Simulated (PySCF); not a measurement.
**`CC[C@@H]1C/C1=C/OC`, C7H12O**

Geometry (Å), atoms numbered from 1 in this order:
```xyz
20

C    -2.940    0.692   -1.144
C    -1.574    0.520   -0.497
C    -1.250   -0.923   -0.180
C    -1.788   -1.562    1.096
C    -0.358   -1.294    0.923
C     0.839   -1.373    1.495
O     2.026   -0.986    0.992
C     2.016   -0.438   -0.298
H    -3.740    0.324   -0.483
H    -3.009    0.129   -2.089
H    -3.151    1.749   -1.370
H    -1.513    1.107    0.435
H    -0.792    0.926   -1.162
H    -1.243   -1.583   -1.060
H    -2.364   -0.916    1.771
H    -2.152   -2.595    1.049
H     0.960   -1.794    2.498
H     3.058   -0.217   -0.562
H     1.594   -1.144   -1.033
H     1.426    0.495   -0.334
```

The calculation used PySCF, quadratic response CAM-B3LYP/def2-SVPD first hyperpolarisability, Taylor convention, gas phase. Geometry: PBE0-D3(BJ)/def2-SVP.

Q: Give the tensor of the second harmonic β(−2ω;ω,ω) at 694.3 nm in the axes of these coordinates.

A: In au, Taylor convention; rows are the first index (the induced dipole):
|  | xx | yy | zz | xy | xz | yz |
| --- | --- | --- | --- | --- | --- | --- |
| x | +209.9 | +41.4 | +2.1 | +36.3 | -4.3 | +12.1 |
| y | +24.0 | -39.5 | +20.5 | +40.7 | +8.9 | +16.3 |
| z | +5.3 | +16.4 | +1.6 | +12.3 | +4.3 | +21.8 |

Norm of βᵢ = ⅓ Σⱼ (βᵢⱼⱼ + βⱼᵢⱼ + βⱼⱼᵢ): 255.4 au, hyper-Rayleigh value 101.8 au.
